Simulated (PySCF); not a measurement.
Compound: CH8AsGa.
Bonds: C1–Ga2, Ga2–As3. Hydrogens: H4, H5, H6 on C1; H7, H8 on Ga2; H9, H10, H11 on As3.

Method used: PySCF 2.14.0, PBE0-D3(BJ)/def2-SVP geometry optimisation, gas phase.

Task: List the bond lengths and angles at this level.

Result: 
| bond | length (pm) |
| --- | --- |
| C1–Ga2 | 198.4 |
| Ga2–As3 | 267.5 |
| C1–H4, C1–H5, C1–H6 | 110.1 |
| Ga2–H7, Ga2–H8 | 158.3 |
| As3–H9, As3–H10, As3–H11 | 151.3 |

Bonds in one row agree within 1 pm and their mean is given. A selection of angles:
| angle | degrees |
| --- | --- |
| Ga2–C1–H4 | 108.9 |
| Ga2–C1–H5 | 112.1 |
| H4–C1–H5 | 107.1 |
| H5–C1–H6 | 108.7 |
| C1–Ga2–As3 | 99.8 |
| C1–Ga2–H7 | 119.3 |
| As3–Ga2–H7 | 94.6 |
| As3–Ga2–H8 | 94.2 |
| H7–Ga2–H8 | 117.8 |
| Ga2–As3–H9 | 121.1 |
| Ga2–As3–H10 | 119.3 |
| H9–As3–H10 | 96.7 |

As3 (arsenic bonded to Ga and 3 H) has angles from 96.6° to 121.1°. Ga2 (gallium bonded to As, C and 2 H) has angles from 94.2° to 119.4°.

Point group: Cs (every atom within 0.08 Å of its image). No frequency check.
